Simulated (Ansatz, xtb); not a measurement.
## Isomers of C6H10NO+ in order of energy

4 gas-phase structures of C6H10NO+, from a drawn sample of its isomers (lower ones may exist). Each was relaxed with GFN2-xTB; where two conformers were screened, the lower at r2SCAN-D4/def2-SVP is listed:

A. `CCC[n+]1ccoc1`, a singlet
B. `CCc1c[n+](C)co1`, a singlet
C. `Cc1c[n+](C)c(C)o1`, a singlet
D. `CCc1coc[n+]1C`, a singlet

Q: Make a reasoned guess at their ranking by r2SCAN-D4/def2-SVP single-point energy.

A: Calculated order at r2SCAN-D4/def2-SVP: C (0.0), B (13.3), D (14.0), A (20.1) kcal/mol. Less than 1 kcal/mol parts B and D, so the order within that pair means little.

Energies above the lowest of each column, in kcal/mol; the last columns are at PBE0-D3(BJ)/def2-SVP geometries and were run for some of them only (a dash: not run or not comparable):

```tsv
structure	GFN2-xTB	HF/STO-3G	r2SCAN-D4/def2-SVP	PBE0-D3(BJ)/def2-SVP	CCSD(T)/def2-SVP + ΔMP2/def2-TZVPP
C	0.0	0.0	0.0	0.0	0.0
B	11.8	13.7	13.3	11.9	10.1
D	12.4	15.5	14.0	13.3	11.5
A	18.2	21.1	20.1	–	–
```

Every level run on C puts it lowest or level with the lowest. Flexible structures stand in one conformer each, not always the lowest. Frequencies (GFN2-xTB) were run for B, C, D alone. ΔMP2 is the change of the MP2 energy from the smaller to the larger basis.

Over these structures GFN2-xTB departs from r2SCAN-D4/def2-SVP by 0.6 kcal/mol on average once a common shift is removed. A GFN2-xTB relaxation took about 0.068 s and the r2SCAN-D4/def2-SVP energy about 2.3 s on a shared host (Ansatz 0.2.0, xtb 6.7.1).
